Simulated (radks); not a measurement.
Nd3+, configuration [Xe] 4f3. Method: scalar-relativistic Kohn-Sham, RPBE, spin-polarised, spherical densities, finite nucleus; open shells are filled with parallel spins first (spin-orbit coupling, left out, can overturn this in heavy ions); Fermi nuclear charge, rms radius 4.9123 fm; computed with a radial shooting solver on a logarithmic mesh with Libxc functionals. Some entries of the table are withheld. Estimate them.

| orbital | occ. | eigenvalue (eV) | r(max) (bohr) |
|---|---|---|---|
| 1s up | 1 | -43429.66 | 0.01510 |
| 1s down | 1 | -43429.66 | 0.01510 |
| 2s up | 1 | -7050.321 | 0.08549 |
| 2s down | 1 | -7050.314 | 0.08549 |
| 2p up | 3 | -6305.490 | 0.06893 |
| 2p down | 3 | -6305.487 | 0.06893 |
| 3s up | 1 | -1554.687 | 0.2438 |
| 3s down | 1 | -1553.783 | 0.2437 |
| 3p up | 3 | -1319.779 | 0.2388 |
| 3p down | 3 | -1318.877 | 0.2387 |
| 3d up | 5 | -993.9062 | 0.1962 |
| 3d down | 5 | -993.2124 | 0.1961 |
| 4s up | 1 | -334.8166 | 0.5649 |
| 4s down | 1 | -332.3917 | 0.5648 |
| 4p up | 3 | -257.7458 | 0.5895 |
| 4p down | 3 | -255.3054 | 0.5893 |
| 4d up | 5 | -148.1286 | 0.6175 |
| 4d down | 5 | -145.6660 | 0.6171 |
| 5s up | 1 | -68.0225 | 1.301 |
| 5s down | 1 | -66.5775 | 1.310 |
| 5p up | 3 | -48.4864 | 1.460 |
| 5p down | 3 | -47.4077 | 1.472 |
| 4f up | 3 | (1) | 0.6503 |
| 4f down | 0 | (2) | 0.6511 |
| 5d up | 0 | (3) | 1.902 |
| 5d down | 0 | (4) | 1.927 |
| 6s up | 0 | -21.5632 | 3.088 |
| 6s down | 0 | -21.2809 | 3.112 |

Answer. 
(1) 4f up eigenvalue (eV): -31.6402
(2) 4f down eigenvalue (eV): -29.4212
(3) 5d up eigenvalue (eV): -24.3277
(4) 5d down eigenvalue (eV): -23.8143
